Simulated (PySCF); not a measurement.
# Dipole moment and polarisability of `[SiH3]N([SiH3])C([SiH3])([SiH3])[SiH3]`

Compound: CH15NSi5.
Numbering: `[SiH3:1][N:2]([SiH3:3])[C:4]([SiH3:5])([SiH3:6])[SiH3:7]` (hydrogens: H8, H9, H10 on Si1; H11, H12, H13 on Si3; H14, H15, H16 on Si5; H17, H18, H19 on Si6; H20, H21, H22 on Si7)

Structure used (PBE0-D3(BJ)/def2-SVP), in Å, numbered top down from 1:
```
atom  x, y, z in Å
Si1    2.1448    1.1495    0.9274
N2     0.9790    0.1394    0.0796
Si3    1.5231   -1.2256   -0.8886
C4    -0.4849    0.4007    0.2414
Si5   -0.9385    2.2432    0.4992
Si6   -1.5541   -0.0997   -1.2667
Si7   -1.0936   -0.5923    1.7579
H8     2.0829    2.5621    0.4388
H9     3.4992    0.5954    0.6539
H10    1.8997    1.1702    2.4015
H11    3.0093   -1.2646   -0.8103
H12    0.9621   -2.5219   -0.3993
H13    1.1096   -1.0646   -2.3170
H14   -0.5370    3.0665   -0.6812
H15   -2.4180    2.3215    0.6829
H16   -0.2830    2.7918    1.7251
H17   -1.4314   -1.5622   -1.5493
H18   -2.9770    0.1945   -0.9232
H19   -1.1657    0.6714   -2.4860
H20   -0.8566   -2.0483    1.5243
H21   -2.5538   -0.3701    1.9961
H22   -0.3323   -0.1656    2.9697
```

Level: CAM-B3LYP/def2-SVPD (PySCF), static field, nuclei fixed, core orbitals frozen in the response. The polarisability tensor in these axes (au):

```
x   159.67  -2.02   1.08
y    -2.02 151.03   5.82
z     1.08   5.82 146.85
```

Q: Give the principal values, the mean and the anisotropy Δα = √{½[(α1 − α2)² + (α2 − α3)² + (α1 − α3)²]}.

A: Principal values 142.51, 154.92 and 160.12 au; mean 152.52 au = 22.60 Å³ = 25.15 × 10⁻⁴⁰ C²·m²/J; Δα = 15.68 au (10 % of the mean).

Q: What is the dipole moment?

A: 0.09 D at this geometry.

Q: Refractivity n − 1 of an ideal gas of it at 273.15 K and 1 atm, from the electronic α?

A: N = p/kT = 2.6868 × 10¹⁹ cm⁻³, so n − 1 = 2π × N × 22.60 × 10⁻²⁴ cm³ = 3815 × 10⁻⁶ at long wavelengths.

Q: Form Σ f/ω² (atomic units) for the 10 lowest TDDFT singlets, given as eV and f, and set it beside the mean polarisability, which is this sum over all singlets: 5.33, 0.0000; 6.13, 0.0024; 6.33, 0.0125; 6.57, 0.0052; 6.61, 0.0144; 6.83, 0.0387; 6.84, 0.0298; 6.90, 0.0149; 7.10, 0.0144; 7.31, 0.0291.

A: They add up to 2.54 au, 1.7 % of the 152.52 au; the largest single term is 0.61 au, from the state at 6.83 eV. Terms in order: 0.00, 0.05, 0.23, 0.09, 0.25, 0.61, 0.47, 0.23, 0.21, 0.40 au. Higher excitations give the rest. The strengths listed sum to 0.161.

Q: Give the eigenvalues of the traceless quadrupole moment Θ = ½Σq(3rr − r²1), origin at the centre of nuclear charge.

A: -1.31, 0.27, 1.03 D·Å. The values depend on the origin, since the dipole doesn't vanish. The electronic extent ⟨r²⟩ about the same centre is 2020 bohr², a root-mean-square distance of 2.40 Å for the 98 electrons.

Q: What molar refraction does this α imply?

A: Lorentz–Lorenz: R = (4π/3)N_A α = 2.5225 cm³/(mol·Å³) × 22.60 Å³ = 57.0 cm³/mol, in the limit of long wavelengths.

Isolated species at its PBE0-D3(BJ)/def2-SVP geometry, gas phase.

These values come from a run that also computed excited states and ΔSCF ions. On Arm Neoverse N1, one thread, on a shared host, this took 5.9 min wall and 1.6 GiB of memory at its peak.
